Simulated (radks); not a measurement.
Q: Species: Sm V. Configuration: [Xe] 4f4. Calculated with a radial shooting solver on a logarithmic mesh with Libxc functionals: scalar-relativistic Kohn-Sham, PBE, spin-polarised, spherical densities, point nucleus; open shells are filled with parallel spins first (spin-orbit coupling, left out, can overturn this in heavy ions). Some entries of the table are withheld. Estimate them.

orbital,occ.,eigenvalue (hartree),<r^2> (bohr^2)
1s down,1,-1717.345,0.0007047
1s up,1,-1717.345,0.0007047
2s up,1,-282.2463,0.01111
2s down,1,-282.2455,0.01111
2p up,3,-251.9586,0.008919
2p down,3,-251.9581,0.008919
3s up,1,-63.43064,0.07430
3s down,1,-63.37547,0.07421
3p up,3,-53.96464,0.07442
3p down,3,-53.90976,0.07431
3d up,5,-41.14690,0.06283
3d down,5,-41.10467,0.06271
4s up,1,-14.20802,0.3758
4s down,1,-14.07314,0.3757
4p up,3,-11.08409,0.4230
4p down,3,-10.94991,0.4231
4d up,5,-6.69840,0.5088
4d down,5,-6.56561,0.5102
5s up,1,-3.22986,2.001
5s down,1,-3.16292,2.040
5p up,3,-2.40742,2.577
5p down,3,-2.35745,2.638
4f up,4,-1.95622,0.8813
4f down,0,-1.83512,0.9244
5d up,0,-1.36453,4.477
5d down,0,-1.33919,4.612
6s up,0,-1.15074,(1)
6s down,0,-1.13804,(2)

A: 
(1) 6s up <r^2> (bohr^2): 9.368
(2) 6s down <r^2> (bohr^2): 9.536
